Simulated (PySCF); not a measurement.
# `O=C([SiH3])/C=C/[O-]`, [C₃H₅O₂Si]-, charge -1

Geometry:
| atom | x (Å) | y (Å) | z (Å) |
| --- | --- | --- | --- |
| O1 | -0.526 | -2.350 | -0.333 |
| C2 | -0.121 | -1.187 | -0.148 |
| Si3 | -1.531 | 0.061 | 0.314 |
| C4 | 1.201 | -0.729 | -0.243 |
| C5 | 1.543 | 0.614 | -0.013 |
| O6 | 2.654 | 1.150 | -0.064 |
| H7 | -1.754 | 1.190 | -0.647 |
| H8 | -1.423 | 0.711 | 1.660 |
| H9 | -2.805 | -0.718 | 0.335 |
| H10 | 1.981 | -1.440 | -0.504 |
| H11 | 0.663 | 1.261 | 0.249 |

Total charge -1.

The calculation used PySCF 2.14.0, quadratic response CAM-B3LYP/def2-TZVPD first hyperpolarisability, Taylor convention, gas phase. Geometry: PBE0-D3(BJ)/def2-TZVP.

For a gas-phase anion, states above the detachment energy (about 2.9 eV, taken as minus the energy of the highest occupied orbital) lie in the continuum and depend on the basis.

What is the first hyperpolarisability, and how does it disperse?

In au, Taylor convention; the vector part is βᵢ = ⅓ Σⱼ (βᵢⱼⱼ + βⱼᵢⱼ + βⱼⱼᵢ):
| process | λ (nm) | β vector norm | β HRS | depolarisation ratio |
| --- | --- | --- | --- | --- |
| static β(0;0,0) | ∞ | 849.5 | 321.7 | 7.26 |
| second harmonic β(−2ω;ω,ω) | 1907 | 919.5 | 348.5 | 7.21 |
| Pockels β(−ω;ω,0) | 1907 | 871.7 | – | – |
| second harmonic β(−2ω;ω,ω) | 1064 | 1119.2 | 425.7 | 7.02 |
| Pockels β(−ω;ω,0) | 1064 | 924.8 | – | – |

Which lowest excitations and polarisabilities go with it?

S1 3.97 eV (f = 0.002); S2 4.63 eV (f = 0.001); S3 4.79 eV (f = 0.296); isotropic α 91.3 au static, 91.8 au at 1907 nm, 93.0 au at 1064 nm, 93.5 au at 953.5 nm, 99.3 au at 532 nm.
